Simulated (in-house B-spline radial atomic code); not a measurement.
Configurations of V VI (V5+), with energies counted from [Ne] 3s2 3p6. All numbers are computed (non-relativistic BHandHLYP, spin-polarised, spherical fractional occupations, exact exchange averaged over the configuration; point nucleus) with an all-electron radial atomic-structure program (B-spline basis), not measured. Shells without spins written out take the highest spin.

Occupations are held fixed; configurations that lie above the ionisation limit could autoionise.

```tsv
configuration	E - E(ref) (eV)	highest orbital	its <r> (bohr)
[Ne] 3s2 3p5 4s1	67.831	4s up	2.096
[Ne] 3s2 3p5 4p1	75.74	4p up	2.256
[Ne] 3s1 3p6 4s1	97.607	4s up	2.094
[Ne] 3s1 3p6 4f1	125.87	4f up	2.757
[He] 2s2 2p5 3s2 3p6 3d1	524.7	3d up	0.9355
[He] 2s2 2p5 3s2 3p6 4f1	585.6	4f up	2.763
```

Order these further configurations by energy, lowest first.
A. [He] 2s2 2p5 3s2 3p6 4s1
B. [Ne] 3s1 3p6 4d1
C. [He] 2s2 2p5 3s2 3p6 4p1
D. [Ne] 3s2 3p5 4d1
E. [Ne] 3s2 3p5 4f1

D (87.724 eV), E (96.052 eV), B (117.51 eV), A (556.29 eV), C (564.17 eV).

How far above the reference does [Ne] 3s1 3p6 3d1 lie?

69.441 eV; its least bound orbital is 3d up with <r> = 0.9929 bohr.
